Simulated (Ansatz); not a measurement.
Dissociation curve of MgB (anion, charge -1), lowest triplet found (which spin is the ground state isn't settled by this scan).

Levels of theory: ROHF/aug-cc-pVDZ (Ansatz, a quantum-chemistry and plane-wave program); ROMP2 = MP2 on ROHF/aug-cc-pVDZ, frozen core run with Ansatz; ROCCSD = CCSD on ROHF/aug-cc-pVDZ, frozen core (Ansatz); ROCCSD(T) = CCSD(T) on ROHF/aug-cc-pVDZ, frozen core in Ansatz; UHF/aug-cc-pVDZ (Ansatz); UMP2 = MP2 on UHF/aug-cc-pVDZ, frozen core (Ansatz); UCCSD = CCSD on UHF/aug-cc-pVDZ, frozen core run with Ansatz; UCCSD(T) = CCSD(T) on UHF/aug-cc-pVDZ, frozen core (Ansatz); ROCCSDT = CCSDT on ROHF/aug-cc-pVDZ, frozen core (Ansatz); UKS-B3LYP = unrestricted B3LYP/aug-cc-pVDZ in Ansatz; UKS-PBE = unrestricted PBE/aug-cc-pVDZ (Ansatz); FCI = full CI/aug-cc-pVDZ, frozen core run with Ansatz.

All curves are set to zero at 2.32 Å and compared with full CI in the same basis at 2.32, 2.44, 2.54, 2.67 Å.

Question: Which method stays most parallel to full CI over these points, and which least?

Answer: UKS-PBE has the smallest spread and ROMP2 the largest. In order (mEh): UKS-PBE 1.60, UKS-B3LYP 2.41, UCCSD(T) 3.19, UHF 5.08, UCCSD 6.13, UMP2 7.03, ROCCSDT 7.74, ROCCSD(T) 7.83, ROCCSD 8.08, ROHF 8.52, ROMP2 8.72.

Errors against full CI at some of the points (mEh):

| method | 2.67 Å |
|---|---|
| UKS-PBE | 1.6 |
| UKS-B3LYP | -2.3 |
| UCCSD(T) | -2.6 |
| UHF | -5.1 |
| UCCSD | -6.1 |
| UMP2 | -7.0 |
| ROCCSDT | -7.7 |
| ROCCSD(T) | -7.8 |
| ROCCSD | -8.1 |
| ROHF | -8.5 |
| ROMP2 | -8.7 |

The scan ran from 1.64 to 7.61 Å; beyond the distances shown full CI changes its symmetry label. Where the anion isn't bound against loss of the electron, the finite basis alone holds it. The T1 diagnostic of CCSD on the restricted reference of ROMP2, ROCCSD, ROCCSD(T), ROCCSDT exceeds 0.045 at 1.64 to 2.67 Å. The unrestricted determinant behind UHF, UMP2, UCCSD, UCCSD(T) is spin-contaminated at 1.64 to 2.67 Å (<S²> up to 2.8, against 2.00 for a pure triplet). The unrestricted determinant behind UKS-B3LYP is spin-contaminated at 1.64 to 2.21 Å (<S²> up to 2.2, against 2.00 for a pure triplet). The unrestricted determinant behind UKS-PBE is spin-contaminated at 1.64 to 2.28 Å (<S²> up to 2.2, against 2.00 for a pure triplet).
